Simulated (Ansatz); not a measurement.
## Redistribution: C5H12 + C3H9B → C4H10 + C4H11B

Gas-phase species: C5H12 (pentane) `CCCCC`, singlet; C3H9B `CBCC`, singlet; C4H10 `CCCC`, singlet; C4H11B `CCBCC`, singlet. The partners trade CH3 for H; both sit on C, so the bond types are kept.

Shapes, held fixed at every level: PBE0-D4/def2-TZVP. Flexible molecules stand in one conformer, not always the lowest. Programs: Ansatz 0.2.0. Electronic energies: no zero-point or thermal term.

```json
{"level": "SPW92/def2-TZVPP", "kind": "LDA", "ΔE (kJ/mol)": "+10.7", "less CCSD(T)/CBS estimate": "+2.4"}
{"level": "B3LYP-D4/def2-TZVPP", "kind": "global hybrid", "ΔE (kJ/mol)": "+7.7", "less CCSD(T)/CBS estimate": "-0.6"}
{"level": "BHLYP-D4/def2-TZVPP", "kind": "global hybrid", "ΔE (kJ/mol)": "+7.5", "less CCSD(T)/CBS estimate": "-0.8"}
{"level": "wB97M-V/def2-TZVPP", "kind": "range-separated hybrid", "ΔE (kJ/mol)": "+8.3", "less CCSD(T)/CBS estimate": "0.0"}
{"level": "MP2/def2-SVP", "kind": "perturbation theory", "ΔE (kJ/mol)": "+7.8", "less CCSD(T)/CBS estimate": "-0.5"}
{"level": "CCSD/def2-SVP", "kind": "coupled cluster or CI", "ΔE (kJ/mol)": "+6.4", "less CCSD(T)/CBS estimate": "-1.9"}
{"level": "CCSD(T)/CBS estimate", "kind": "coupled cluster or CI", "ΔE (kJ/mol)": "+8.3", "less CCSD(T)/CBS estimate": "0.0"}
```

The highest level, CCSD(T)/CBS estimate, gives ΔE = +8.3 kJ/mol; the levels span +6.4 to +10.7. The column of differences is taken from that level and isn't an error. No measured value is set beside it here. The CBS estimate extrapolates MP2 from def2-TZVPP and def2-QZVPP and adds CCSD(T) − MP2 in the triple-zeta set, cores frozen.
